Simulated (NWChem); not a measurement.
Isomers of C$_{3}$H$_{4}$F$_{2}$O, each optimised at B3LYP/6-31G* with NWChem, gas phase unless a solvent is named. Flexible species stand in one conformer each, which need not be the lowest. Pople sets run with spherical d functions. Relative energies count from the lowest isomer at each level and are electronic, without zero-point energy, on those geometries.

A: O(C)C=C(F)F
B: CO/C(F)=C/F
C: C(=O)C(C)(F)F
D: FC1(F)CCO1

```
quantity                                            A     B     C     D
-----------------------------------------------  ----  ----  ----  ----
relative energy, B3LYP/def2-TZVP (kcal/mol)      28.6  27.6   0.0   8.4
dipole (D), B3LYP/6-31G*                         2.32  2.56  0.80  3.21
highest harmonic frequency (cm⁻¹), B3LYP/6-31G*  3186  3268  3169  3186
```
